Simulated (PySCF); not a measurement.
(BeS)3 ring, Be₃S₃.
Geometry (PBE0-D3(BJ)/def2-SVP, Å), atoms numbered from 1 in this order:
```
atom  x, y, z in Å
Be1    0.6228    1.2394   -0.2991
S2    -1.2138    1.7628   -0.3799
Be3   -1.4166   -0.0900    0.0472
S4    -0.9544   -1.8997    0.4559
Be5    0.7932   -1.1510    0.2491
S6     2.1687    0.1385   -0.0731
```

Method used: TDDFT CAM-B3LYP/def2-SVPD, vertical, gas phase, core orbitals frozen in the response (PySCF 2.14.0, density-fitted response routines).

Kohn–Sham orbitals with the atoms that hold most of them (Löwdin shares over 4%, at most four atoms; ? is withheld):

| orbital | ε (eV) | atoms |
| --- | --- | --- |
| HOMO-3 | -10.56 | S2 41%, S4 40%, Be3 9%, Be1 4% |
| HOMO-2 | -10.33 | S4 23%, S2 23%, S6 23%, Be1 10% |
| HOMO-1 | -9.04 | S4 59%, S6 24%, S2 8%, Be1 6% |
| HOMO | -9.04 | S2 53%, S6 37%, Be5 5% |
| LUMO | -1.64 | ? |
| LUMO+1 | 0.09 | S4 20%, S6 20%, S2 20%, Be5 13% |
| LUMO+2 | 0.48 | Be5 30%, Be3 28%, S4 13%, S6 10% |

(1) Give the leading atoms of the LUMO.

Answers

(1) Be5 (bonded to 2 S) 20%; Be3 (bonded to 2 S) 20%; Be1 (bonded to 2 S) 19%; S4 (bonded to 2 Be) 14%. By element: beryllium 58%, sulfur 14% or more.

Within 0.005 eV of a neighbour in this list lie HOMO-1/HOMO (point group found: D3h); within a degenerate set the shares of single atoms can hang on how the components are chosen.

Q: The HOMO–LUMO gap is 7.40 eV. Where does the response calculation put the lowest singlet, and from which orbitals?

A: S1 is at 4.07 eV (f = 0.0000), 3.33 eV below the gap, made of HOMO-1/HOMO→LUMO (≥93%). S1/S2 lie within about 0.01 eV of each other. 

Next come S2 at 4.07 eV (f 0.0000), HOMO-1/HOMO→LUMO (≥93%); S3 at 5.20 eV (f 0.015), HOMO-2→LUMO (90%); S4 at 5.69 eV (f 0.0069), HOMO-3→LUMO (79%), HOMO-4→LUMO (9%); S5 at 5.69 eV (f 0.0069), HOMO-4→LUMO (79%), HOMO-3→LUMO (9%).

Orbitals of the list HOMO-3 to LUMO+2 that lie within 0.01 eV of each other are written together with a slash and their weights summed (≥ marks a lower bound); for degenerate orbitals outside that list single weights are arbitrary.

On one thread, Arm Neoverse V1 (shared host), this took 11 s.

One conformer stands for the species.
